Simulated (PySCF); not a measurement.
Si(Cl)3(NH2) (Cl3H2NSi), SMILES N[Si](Cl)(Cl)Cl.

The structure is a stationary point at B3LYP-D3(BJ)/def2-SVP. One conformer was computed; it need not be the lowest.

All values below come from PBE/def2-TZVP (PySCF).

Symmetry labels are those of the subgroup Cs that the program uses (full group Cs).

Computed valence orbital energies around the gap with their symmetry:
```json
[
 {"orbital": "HOMO−7", "symmetry": "A\"", "energy (eV)": "-10.36"},
 {"orbital": "HOMO−6", "symmetry": "A'", "energy (eV)": "-8.60"},
 {"orbital": "HOMO−5", "symmetry": "A\"", "energy (eV)": "-8.57"},
 {"orbital": "HOMO−4", "symmetry": "A'", "energy (eV)": "-8.52"},
 {"orbital": "HOMO−3", "symmetry": "A'", "energy (eV)": "-8.11"},
 {"orbital": "HOMO−2", "symmetry": "A\"", "energy (eV)": "-8.07"},
 {"orbital": "HOMO−1", "symmetry": "A\"", "energy (eV)": "-7.67"},
 {"orbital": "HOMO", "symmetry": "A'", "energy (eV)": "-6.87"},
 {"orbital": "LUMO", "symmetry": "A'", "energy (eV)": "-1.10"},
 {"orbital": "LUMO+1", "symmetry": "A'", "energy (eV)": "-0.19"},
 {"orbital": "LUMO+2", "symmetry": "A\"", "energy (eV)": "-0.07"},
 {"orbital": "LUMO+3", "symmetry": "A'", "energy (eV)": "0.55"}
]
```
